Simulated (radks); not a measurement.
The caesium ion Cs44+, 11 electrons, occupied as [Ne] 3s1.

Calculated with a radial shooting solver on a logarithmic mesh with Libxc functionals: scalar-relativistic Kohn-Sham, PBEsol, spin-polarised, spherical densities, finite nucleus; open shells are filled with parallel spins first (spin-orbit coupling, left out, can overturn this in heavy ions); Fermi nuclear charge, rms radius 4.8041 fm.

Energy parts (Ry):
| part | energy |
|---|---|
| total | -11829.5878 |
| kinetic | 12616.5812 |
| electron-nucleus | -25478.6005 |
| Hartree | 1223.1324 |
| exchange-correlation | -190.7008 |

Orbitals (lengths in bohr, moments of r in powers of bohr; r(max) is where P^2 peaks; r(90%) holds 90 % of the orbital's charge):
orbital  occ.  eigenvalue (Ry)      <r>      <r^4>  r(90%)   r(max)
1s up       1        -2849.633  0.02610  2.238e-06  0.0470  0.01679
1s down     1        -2849.418  0.02610  2.238e-06  0.0470  0.01679
2s up       1        -619.0089   0.1102  0.0003443   0.170  0.09406
2s down     1        -618.7555   0.1101  0.0003434   0.170  0.09407
2p up       3        -579.1248  0.09615  0.0002443   0.156  0.07533
2p down     3        -578.9002  0.09611  0.0002436   0.156  0.07533
3s up       1        -253.9876   0.2637   0.009071   0.382   0.2512
3s down     0        -252.5531   0.2634   0.009047   0.382   0.2508

The highest occupied level is 3s up at -3455.7 eV. The density falls to 0.001 e/bohr^3 at r = 0.67 bohr. The electron density at the nucleus is 3.039e+05 e/bohr^3 (large components only). Summed over all electrons, <r^2> = 0.1768 bohr^2, which gives a Langevin (diamagnetic) susceptibility term of -0.14 x 10^-6 cm^3/mol. Spin moment in Bohr magnetons: 1.
